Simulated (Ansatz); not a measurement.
`[AlH2][SiH2][GeH3]` + `F[Si](F)(F)[GeH3]` → `[GeH3][SiH2][GeH3]` + `F[Si](F)(F)[AlH2]`  (redistribution)

Computed with Ansatz on PBE0-D4/def2-TZVP structures; ΔE is electronic, products minus reactants. CCSD(T)/CBS adds triple-zeta CCSD(T) − MP2 to the extrapolated MP2 energy (def2 sets, frozen cores). Functionals use def2-TZVPP. For Ge outer-core shells are correlated without core-valence functions, which leaves a few kJ/mol of doubt a bond. Scalar relativity is left out up to krypton.

`[AlH2][SiH2][GeH3]`:

Z-matrix (Å, degrees):
```
Si
Ge 1 2.388
Al 1 2.445 2 109.6
H 1 1.492 2 107.0 3 -122.4
H 1 1.492 2 107.0 3 122.4
H 2 1.540 1 110.4 3 59.7
H 2 1.538 1 111.7 3 -179.8
H 2 1.540 1 110.4 3 -59.2
H 3 1.588 1 120.3 2 88.7
H 3 1.588 1 120.2 2 -88.4
```

`F[Si](F)(F)[GeH3]`:

```xyz
8

F    -0.765   -0.414    2.102
Si   -0.614   -0.785    0.572
F    -2.075   -0.930   -0.014
F     0.054   -2.217    0.508
Ge    0.649    0.830   -0.605
H    -0.043    2.192   -0.487
H     0.741    0.418   -2.078
H     2.055    0.906    0.002
```

`[GeH3][SiH2][GeH3]`:

Cartesian coordinates in Å:
```
Ge -1.165 1.242 1.023
Si 0.444 -0.488 0.750
Ge 0.847 -0.894 -1.559
H -1.440 1.522 2.510
H -2.489 0.844 0.349
H -0.662 2.540 0.368
H -0.051 -1.735 1.395
H 1.717 -0.094 1.415
H 1.371 0.384 -2.237
H -0.458 -1.310 -2.258
H 1.885 -2.011 -1.758
```

`F[Si](F)(F)[AlH2]`:

Cartesian coordinates in Å:
```
F 0.034 2.207 -0.055
Si 0.352 0.774 0.550
F -0.253 0.776 2.020
F 1.931 0.711 0.717
Al -0.512 -1.098 -0.803
H -1.311 -0.800 -2.134
H -0.240 -2.571 -0.294
```

Q: Is it downhill or uphill in electronic energy at CCSD(T)/CBS, and by how much? (An estimate is asked.)

A: The calculation gave: Uphill: ΔE = +3.8 kJ/mol.

Q: What do these levels give: r2SCAN-D4, ωB97M-V, PBE0, r2SCAN0, MP2/def2-TZVPP, SCS-MP2/def2-QZVPP? (An estimate is asked.)

A: Computed: r2SCAN-D4 8.2, ωB97M-V 4.2, PBE0 6.1, r2SCAN0 7.5, MP2/def2-TZVPP 3.7, SCS-MP2/def2-QZVPP 2.0 kJ/mol.

Largest T1 diagnostic among the species: 0.012.

At CCSD(T), def2-SVP lies +3.6 kJ/mol from the extrapolated value and def2-TZVPP +1.1 kJ/mol. Leaving LDA and LC-ωPBE aside and taking each functional with its dispersion term where it has one, the values, not all of them listed here, spread over 11.1 kJ/mol, from CAM-B3LYP-D4 to B97M-V.
